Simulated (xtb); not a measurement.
Be(Me)(SeH) (CH4BeSe), SMILES [CH3][Be][SeH]. All values are semi-empirical tight-binding results from xtb (GFN2-xTB unless named), good for trends rather than for accurate numbers. Geometry: GFN2-xTB. Other conformers were not sampled.

For metal compounds this method's bond lengths and energies can be far off.

Estimate the properties. (An estimate is asked for; the answer gives what the named calculation found.)


```yaml
orbital_gap: 4.35 eV
zero_point_energy: 26.4 kcal/mol
G − E(el) at 298.15 K (modified RRHO): 7.7 kcal/mol
```
